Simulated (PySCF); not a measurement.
A GIAO shielding run with PySCF (density fitting, non-relativistic, gas phase) on `FC(F)(F)CCO[SiH2]C[SiH3]`, C₄H₁₁F₃OSi₂:

```
$ OMP_NUM_THREADS=1 python probes_run.py task.json out

{"job": {"kind": "nmr", "xc": "PBE0", "basis": "pcSseg-1"}, "charge": 0, "multiplicity": 1}
F     -4.174651    -0.138724    -1.130383
C     -3.921501    -0.270836     0.180706
F     -4.807950    -1.161894     0.649249
F     -4.232555     0.905936     0.745463
C     -2.494556    -0.687696     0.458098
C     -1.499721     0.342602    -0.084711
O     -0.209882    -0.088558     0.195199
Si     1.184903     0.667368    -0.182893
C      2.493989    -0.501123     0.505945
Si     4.262762     0.111474     0.219292
H     -2.319774    -1.656322    -0.012967
H     -2.369445    -0.792154     1.537041
H     -1.681726     1.318480     0.381955
H     -1.634542     0.454698    -1.167499
H      1.218837     1.994483     0.441659
H      1.282131     0.841584    -1.636478
H      2.378610    -1.485153     0.052969
H      2.332223    -0.639945     1.574306
H      5.209968    -0.855813     0.783408
H      4.455425     1.408089     0.869802
H      4.518534     0.250448    -1.214795
```

Hardware: 1 thread of an Intel Xeon, shared host. The job also computes population analyses, field gradients.

**Question.** How large is the calculation?

**Answer.** 98 electrons, 239 basis functions and 1288 auxiliary functions.

**Question.** How long does it take, and how much memory does it need?

**Answer.** 78 s of wall time, with 14 SCF cycles and 4 response iterations; peak memory 1.1 GiB. Times on a shared host scatter by some tens of per cent.
